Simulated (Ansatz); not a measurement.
CH6AlFSSi (`F[CH]([SiH3])[AlH][SH]`) at its PBE0-D4/def2-TZVP geometry, where that method's forces vanish. Total charge 0; spin multiplicity 1.

```json
{"atom": "F1", "x (Å)": "-1.5072", "y (Å)": "0.1666", "z (Å)": "-0.8877"}
{"atom": "C2", "x (Å)": "-0.2803", "y (Å)": "-0.4329", "z (Å)": "-0.5187"}
{"atom": "Si3", "x (Å)": "1.1460", "y (Å)": "0.6126", "z (Å)": "-1.1802"}
{"atom": "Al4", "x (Å)": "-0.2458", "y (Å)": "-0.7161", "z (Å)": "1.4416"}
{"atom": "S5", "x (Å)": "-1.9272", "y (Å)": "0.0759", "z (Å)": "2.5647"}
{"atom": "H6", "x (Å)": "-0.2308", "y (Å)": "-1.4103", "z (Å)": "-1.0214"}
{"atom": "H7", "x (Å)": "2.4043", "y (Å)": "-0.1137", "z (Å)": "-0.8559"}
{"atom": "H8", "x (Å)": "1.1653", "y (Å)": "1.9368", "z (Å)": "-0.5040"}
{"atom": "H9", "x (Å)": "1.0443", "y (Å)": "0.8165", "z (Å)": "-2.6484"}
{"atom": "H10", "x (Å)": "0.9406", "y (Å)": "-1.4563", "z (Å)": "2.1750"}
{"atom": "H11", "x (Å)": "-2.5093", "y (Å)": "0.5209", "z (Å)": "1.4349"}
```

Problem. For each bond, give half the difference of the two atoms' forces along it (eV/Å; positive pushes the atoms apart) under PBE-D4, r2SCAN-D4, B3LYP-D4, ωB97M-V in def2-TZVPP. (Estimate.)

Solution. Ansatz gave: 
```
   bond  length (Å)  PBE-D4  r2SCAN-D4  B3LYP-D4  ωB97M-V
  F1–C2       1.414    0.48       0.42      0.45     0.34
 C2–Si3       1.888   -0.03      -0.04      0.04     0.00
 C2–Al4       1.981   -0.08      -0.08     -0.03    -0.04
  C2–H6       1.100    0.09      -0.05     -0.15    -0.12
 Si3–H7       1.489    0.06      -0.02     -0.07    -0.09
 Si3–H8       1.487    0.07      -0.02     -0.07    -0.09
 Si3–H9       1.486    0.09      -0.02     -0.09    -0.13
 Al4–S5       2.172    0.16       0.04      0.10     0.03
Al4–H10       1.579    0.01      -0.04     -0.15    -0.14
 S5–H11       1.347    0.26       0.01     -0.02    -0.09
```

B3LYP here is the variant with VWN-RPA as its local correlation; programs differ in this.
